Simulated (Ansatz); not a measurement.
One change: `N[SiH2]N[SiH2]Cl` becomes `O[SiH2]N[SiH2]Cl`.

Ansatz, PBE0-D4/def2-TZVP geometries, multiplicity 1. Each molecule was computed in one conformer, which needn't be the lowest.

```csv
property,`N[SiH2]N[SiH2]Cl`
HOMO energy (PBE0/def2-TZVPP) / eV,-7.57
LUMO energy (ωB97M-V/def2-TZVPP) / eV,2.04
HOMO–LUMO gap (PBE/def2-TZVPP) / eV,5.77
HOMO–LUMO gap (B3LYP/def2-TZVPP) / eV,7.55
HOMO–LUMO gap (ωB97M-V/def2-TZVPP) / eV,11.96
LUMO energy (PBE/def2-TZVPP) / eV,-0.41
```

Give the same properties after the change, and the shifts. (An estimate is asked.)

Computed: 
```
                               property  `O[SiH2]N[SiH2]Cl`  shift
     HOMO energy (PBE0/def2-TZVPP) / eV               -8.28  -0.71
  LUMO energy (ωB97M-V/def2-TZVPP) / eV                1.73  -0.31
    HOMO–LUMO gap (PBE/def2-TZVPP) / eV                6.23   0.46
  HOMO–LUMO gap (B3LYP/def2-TZVPP) / eV                7.94   0.39
HOMO–LUMO gap (ωB97M-V/def2-TZVPP) / eV               12.32   0.36
      LUMO energy (PBE/def2-TZVPP) / eV               -0.66  -0.25
```

With PBE0 the HOMO falls by 0.71 eV and the LUMO falls by 0.27 eV, so the gap widens by about 0.44 eV. PBE moves the HOMO by -0.72 eV and ωB97M-V by -0.67 eV.

B3LYP here is the variant with VWN-RPA as its local correlation; programs differ in this.
